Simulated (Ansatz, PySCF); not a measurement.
Process, species as SMILES: CN[SiH3] → [CH2]N[SiH3] + H atom (the C-H bond at the site shown breaks; other sites are not compared here)
Each molecule is optimised on its own at B3LYP-D3(BJ)/def2-TZVP (Ansatz, a quantum-chemistry and plane-wave program), one conformer each, not searched for the lowest.

Wanted: bond dissociation energy (0 K, with B3LYP-D3(BJ) harmonic zero-point energies from PySCF), in kcal/mol. Correlated levels leave the core frozen unless marked. UHF or UKS for open shells. Spin-orbit coupling is left out. No relativistic terms. CBS(X,Y): correlation extrapolated as X^-3; Hartree-Fock from the larger set.

```tsv
level	program	bond dissociation energy (kcal/mol)
HF/STO-3G	Ansatz	94.7
```

**Question.** Predict the CCSD(T)/CBS(aug-cc-pV(T+d)Z,aug-cc-pV(Q+d)Z) result (Ansatz).

**Answer.** 90.5 kcal/mol
